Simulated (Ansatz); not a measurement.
Species: H$_{5}$BSi, SMILES `B[SiH3]` (charge 0, multiplicity 1), formula H$_{5}$BSi.

Q: How many basis functions does frozen-core CCSD(T)/def2-TZVPP // r2SCAN-D4/def2-TZVP (Ansatz, a quantum-chemistry and plane-wave program) use, how many core orbitals are frozen, and how many electrons are correlated?

A: 143 basis functions and 6 frozen orbitals, which leaves 12 correlated electrons. Core time is of the order of seconds.
